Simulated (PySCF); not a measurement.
## Working out the ionisation energy of Ni

Ni [Ar] 3d8 4s2 (3F) → Ni⁺ [Ar] 3d9 (2D). All numbers are calculated (PySCF 2.14, scalar relativity by spin-free X2C-1e, in cc-pVDZ-DK). Frozen: [Ar]. Energies in hartree (1 hartree = 27.21139 eV):

| part | Ni (lower) | Ni⁺ (upper) |
| --- | --- | --- |
| UHF | -1519.096857 | -1518.796175 |
| MP2 opposite-spin | -0.173199 | -0.198091 |
| MP2 same-spin | -0.099934 | -0.120633 |

What does Hartree-Fock give?

(-1518.796175) − (-1519.096857) = 0.300682 hartree = 8.182 eV.

What do MP2 and SCS-MP2 (6/5 opposite-spin, 1/3 same-spin) give?

The opposite-spin parts differ by -0.677 eV and the same-spin parts by -0.563 eV. MP2: 8.182 + (-0.677) + (-0.563) = 6.942 eV. SCS-MP2: 8.182 + 1.2 × (-0.677) + (-0.563)/3 = 7.182 eV.

Reference: 7.640 eV (measured; NIST Atomic Spectra Database, ionization energies), between the lowest levels; spin-orbit coupling is absent from the calculation.

A double-zeta basis recovers only part of the correlation energy.

What remains against the reference includes basis incompleteness, the frozen core and correlation beyond second order.
